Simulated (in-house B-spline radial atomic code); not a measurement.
Whole-atom quantities along the 57-electron series, configuration [Kr] 4d10 4f9 5s2. Breit and QED terms are first order and not part of the total energy; the density at the nucleus is averaged over the nuclear charge. Computed with an all-electron radial atomic-structure program (B-spline basis): Dirac-Hartree-Fock, average of the configuration, finite nuclei.

```tsv
ion	Z	E/Z² (Eh)	Σ<r²> (bohr²)	n(0)/Z³ (bohr⁻³)	Lamb diamagnetic shielding (ppm)	repulsion over attraction	Breit energy (eV)	self-energy (eV)	vacuum polarisation (eV)	Dirac less non-relativistic energy (Eh)
Ho10+	67	-2.8052	15.69	2.4948	8146	0.13987	324.8	261.84	-42.712	-555.97
Er11+	68	-2.8236	14.567	2.5812	8321.5	0.13841	341.82	276.73	-45.784	-594.02
Tm12+	69	-2.8419	13.585	2.683	8498.43	0.13693	359.48	292.31	-49.06	-634.18
```
